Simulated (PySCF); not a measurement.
First SCF of a structure search on singlet CdH₂, at a hand-made bent geometry. PySCF input:

```python
from pyscf import gto, scf, dft
mol = gto.M(atom='''
Cd     0.000000     0.000000     0.000000
H      1.376200     0.000000     0.963600
H     -1.376200     0.000000     0.963600''',
    basis={'Cd': 'def2-TZVP', 'H': 'def2-TZVP'},
    ecp={'Cd': 'def2-TZVP'},
    charge=0, spin=0)
mf = dft.RKS(mol, xc='PBE')
mf.grids.atom_grid = (50, 194)
aux = {'Cd': 'def2-universal-JKFIT', 'H': 'def2-universal-JKFIT'}
mf = mf.density_fit(auxbasis=aux)
mf.conv_tol = 1e-08
mf.diis_space = 10
mf.max_cycle = 60
mf.init_guess = 'minao'
mf.verbose = 4
mf.kernel()
```

Excerpt of the output (cycles and frontier levels):

```
init E= -156.756157088883
  HOMO = -0.749747345872544  LUMO = -0.647314852206751  gap/eV = 2.78733
cycle= 1 E= -167.138255271039  delta_E= -10.4  |g|=  3.6  |ddm|= 5.65
  HOMO = 0.20035614083387  LUMO = 0.204613248774017  gap/eV = 0.11584
cycle= 2 E= -148.24391330404  delta_E= 18.9  |g|= 8.07  |ddm|= 17.4
  HOMO = -0.389544040651517  LUMO = -0.298192188480656  gap/eV = 2.48581
cycle= 3 E= -168.626469810583  delta_E= -20.4  |g|= 1.08  |ddm|=   17
  HOMO = -0.201990420525019  LUMO = -0.0843546020892476  gap/eV = 3.20103
cycle= 4 E= -168.851775398851  delta_E= -0.225  |g|= 0.29  |ddm|= 2.15
  HOMO = -0.183547922138298  LUMO = -0.112827602559394  gap/eV = 1.92440
cycle= 5 E= -168.870560964315  delta_E= -0.0188  |g|= 0.19  |ddm|= 0.621
  HOMO = -0.202326224792314  LUMO = -0.116465278064446  gap/eV = 2.33640
cycle= 6 E= -168.880061308835  delta_E= -0.0095  |g|= 0.0105  |ddm|= 0.18
  HOMO = -0.204467282335811  LUMO = -0.11712208241627  gap/eV = 2.37678
cycle= 7 E= -168.880103851667  delta_E= -4.25e-05  |g|= 0.00423  |ddm|= 0.026
  HOMO = -0.203842016482643  LUMO = -0.117076981508065  gap/eV = 2.36100
cycle= 8 E= -168.880111259884  delta_E= -7.41e-06  |g|= 0.00067  |ddm|= 0.0062
  HOMO = -0.203815587282597  LUMO = -0.117056474382147  gap/eV = 2.36084
cycle= 9 E= -168.880111319471  delta_E= -5.96e-08  |g|= 0.000158  |ddm|= 0.000379
  HOMO = -0.203805507988815  LUMO = -0.117046631734175  gap/eV = 2.36083
cycle= 10 E= -168.880111323664  delta_E= -4.19e-09  |g|= 4.95e-06  |ddm|= 0.000151
  HOMO = -0.203803006789938  LUMO = -0.117044605408466  gap/eV = 2.36082
Extra cycle  E= -168.880111323668  delta_E= -3.67e-12  |g|= 5.76e-06  |ddm|= 1.52e-05
converged SCF energy = -168.880111323668
```

No lower solution of this spin was found from smeared starts or by a stability analysis within the restricted form, which does not test spin polarisation.

The search for the lowest solution, 3 starts and the stability check together, took 5.3 s on 2 threads of a shared Arm Neoverse N1 host, with 52 basis functions; the process peaked at 0.26 GiB. Launch command: `OMP_NUM_THREADS=2 python axn.py task.json out`.
